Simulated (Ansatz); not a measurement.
# Redistribution: CH3F + C2H2FI → CH2FI + C2H3F

Species: CH3F (fluoromethane) `CF`, singlet; C2H2FI `C=C(F)I`, singlet; CH2FI (fluoroiodomethane) `FCI`, singlet; C2H3F `C=CF`, singlet. The partners trade H for I; both sit on C, so the bond types are kept.

Shapes, held fixed at every level: PBE0-D4/def2-TZVP. Programs: Ansatz 0.2.0. The zero-point and thermal change to 298 K, harmonic and unscaled (PBE0-D4/def2-TZVP), is +0.9 kJ/mol.

(1) Estimate ΔH(298 K) of this reaction.

Answers

(1) The highest level, CCSD(T)/def2-TZVPP, gives ΔH(298 K) = -3.6 kJ/mol; the levels span -6.2 to -3.2. That is about zero within the method's error. The column of differences is taken from that level and isn't an error. No measured value is set beside it here. For atoms past krypton def2 sets carry core potentials with scalar relativity. Correlated rows may include outer-core shells of I, which these sets cover unevenly. Times are processor times on shared x86 and Arm servers, and rough.

```tsv
level	kind	ΔH(298 K) (kJ/mol)	less CCSD(T)/def2-TZVPP	CPU time (sum over the molecules)
r2SCAN-D4/def2-TZVPP	meta-GGA	-4.8	-1.2	16 s
B3LYP-D4/def2-TZVPP	global hybrid	-5.4	-1.8	4.8 min
BHLYP-D4/def2-TZVPP	global hybrid	-6.2	-2.6	10 s
CCSD(T)/def2-SVP	coupled cluster or CI	-3.2	+0.4	10 s
CCSD/def2-SVP	coupled cluster or CI	-4.6	-1.0	–
CCSD/def2-TZVPP	coupled cluster or CI	-5.0	-1.4	–
CCSD(T)/def2-TZVPP	coupled cluster or CI	-3.6	0.0	2.1 min
```
